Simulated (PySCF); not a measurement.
A calculated (B97-3, PySCF 2.14, dyall-av2z, no relativity, point nucleus) atom or ion has these occupied shells.

```tsv
shell	electrons	orbital energy (eV)	rms radius, mean of both spins (bohr)
1s	2	-1278.1	0.152
2s	2	-86.027	0.764
2p	6	-51.047	0.780
3s	2	-5.421	3.41
```

Problem. Name the element and its charge.

Solution. Mg (magnesium, neutral), in [Ne] 3s2, closed-shell 1S.
